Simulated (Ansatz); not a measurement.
`Cl[SiH]1[CH2][AlH]1` + H–F → `F[SiH]1[CH2][AlH]1` + HCl at 700 K and 1 bar (ligand exchange at the Si–Cl bond).

Computed with Ansatz on PBE0-D4/def2-TZVP structures; ΔE is electronic, products minus reactants. CCSD(T)/CBS adds triple-zeta CCSD(T) − MP2 to the extrapolated MP2 energy (def2 sets, frozen cores). This one scheme is used for every species.

```json
{"species": "`Cl[SiH]1[CH2][AlH]1`", "CCSD(T)/CBS energy (Eh)": "-1031.32235", "H − E (kJ/mol)": "178.5", "S (J/(mol·K))": "436.7"}
{"species": "H–F", "CCSD(T)/CBS energy (Eh)": "-100.39570", "H − E (kJ/mol)": "45.2", "S (J/(mol·K))": "198.5"}
{"species": "`F[SiH]1[CH2][AlH]1`", "CCSD(T)/CBS energy (Eh)": "-671.34781", "H − E (kJ/mol)": "179.7", "S (J/(mol·K))": "417.9"}
{"species": "HCl", "CCSD(T)/CBS energy (Eh)": "-460.38127", "H − E (kJ/mol)": "38.4", "S (J/(mol·K))": "211.8"}
```

H − E and S are ideal-gas, rigid-rotor, harmonic terms from PBE0-D4/def2-TZVP, for one conformer and one mirror image of each species. 1 Eh = 2625.50 kJ/mol, R = 8.31446 J/(mol·K).

Problem. By hand: ΔE, ΔH, ΔS and ΔG.

Solution. ΔE = (-671.34781) + (-460.38127) − (-1031.32235) − (-100.39570) = -0.01103 Eh = -29.0 kJ/mol. Δ(H − E) = 179.7 + 38.4 − 178.5 − 45.2 = -5.6, so ΔH = -34.6 kJ/mol. ΔS = 417.9 + 211.8 − 436.7 − 198.5 = -5.5 J/(mol·K). ΔG = -34.6 − 700 × (-5.5)/1000 = -30.8 kJ/mol.

Problem. By hand: the equilibrium constant, and the temperature at which ΔG would vanish if ΔH and ΔS stayed fixed.

Solution. log₁₀ K = −ΔG/(RT ln 10) = 2.3. ΔG = 0 at ΔH/ΔS = 6291 K, far beyond where these terms or the molecules hold.

The number of gas molecules stays the same, so ΔS is small and ΔH decides. A doubt of 5 kJ/mol in ΔE shifts log₁₀ K by 0.4 here. Other conformers and mirror images would add mixing entropy, several J/(mol·K) or more a flexible species. These are equilibria of isolated gas molecules and say nothing of rates. Largest T1 diagnostic: 0.013 (customary marks: 0.02 for closed shells, 0.045 for open ones).
